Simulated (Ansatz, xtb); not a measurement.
Two isomers of C6H8OSi

Structure X: `C=Cc1ccc([SiH3])o1`, a singlet. Structure Y: `C=Cc1cocc1[SiH3]`, a singlet. Both are isolated molecules in the gas phase, relaxed with B3LYP-D3(BJ)/def2-SVP; each stands in its lowest conformer found.

Quicker runs give these differences E(Y) − E(X): GFN2-xTB +12.45 kJ/mol; HF/STO-3G +19.74 kJ/mol (at GFN2-xTB geometries); r2SCAN-D4/def2-SVP +12.91 kJ/mol (at GFN2-xTB geometries).

Problem. Estimate E(Y) − E(X) at the level CCSD(T)/def2-SVP + ΔMP2/def2-TZVPP.

Solution. Calculated at CCSD(T)/def2-SVP + ΔMP2/def2-TZVPP: E(Y) − E(X) = +7.19 kJ/mol, so structure X lies lower.

Level by level:

```csv
level,geometry,E(Y) − E(X) (kJ/mol),departure from the last row (kJ/mol),"job, with rough time for the two"
GFN2-xTB,GFN2-xTB,+12.45,+5.27,"optimisation, 0.24 s"
HF/STO-3G,GFN2-xTB,+19.74,+12.55,"single point, 0.58 s"
r2SCAN-D4/def2-SVP,GFN2-xTB,+12.91,+5.73,"single point, 3.9 s"
B3LYP-D3(BJ)/def2-SVP,B3LYP-D3(BJ)/def2-SVP,+10.13,+2.95,"optimisation, 57 s"
HF/def2-SVP,B3LYP-D3(BJ)/def2-SVP,+13.32,+6.14,part of the CCSD(T) run
MP2/def2-SVP,B3LYP-D3(BJ)/def2-SVP,+8.46,+1.27,part of the CCSD(T) run
CCSD(T)/def2-SVP,B3LYP-D3(BJ)/def2-SVP,+7.41,+0.22,single point
CCSD(T)/def2-SVP + ΔMP2/def2-TZVPP,B3LYP-D3(BJ)/def2-SVP,+7.19,,"single point, 79 s"
```

As drawn, both hold the same kinds of bond in the same numbers.

The levels shown agree on the order. The largest departure from CCSD(T)/def2-SVP + ΔMP2/def2-TZVPP is that of HF/STO-3G, 12.55 kJ/mol. The last row adds to CCSD(T) the change of the MP2 difference between the two basis sets, here −0.22 kJ/mol.

With thermal terms from frequencies at re-optimised GFN2-xTB minima (ideal gas, soft modes damped towards free rotors, one conformer each, 298.15 K, 1 atm): the zero-point term adds +0.99 kJ/mol; ΔH is +7.34 and ΔG +10.47 kJ/mol.

The correlated steps freeze 12 core orbitals. Run with Ansatz 0.2.0, xtb 6.7.1; the last row on 2 threads of Intel(R) Xeon(R) 6975P-C (Granite Rapids) on a shared host.
